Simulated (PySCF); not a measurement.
disulfane (H₂S₂), SMILES SS.

Geometry: PBE0-D3(BJ)/def2-TZVP.

All values below come from CAM-B3LYP/def2-TZVPD (PySCF).

The molecule is in vacuum.

Computed frontier levels, gap, dipole moment and polarisability:
```yaml
highest_occupied_level: -8.91 eV
lowest_empty_level: -0.17 eV
orbital_gap: 8.74 eV
dipole_moment: 1.16 D
quadrupole, principal values (traceless, Buckingham form, about the centre of nuclear charge): -2.86, -0.54, 3.40 D·Å
mean_static_polarisability: 44.5 bohr³ (6.59 Å³)
polarisability_principal_values: 38.4, 38.5, 56.6 bohr³
```
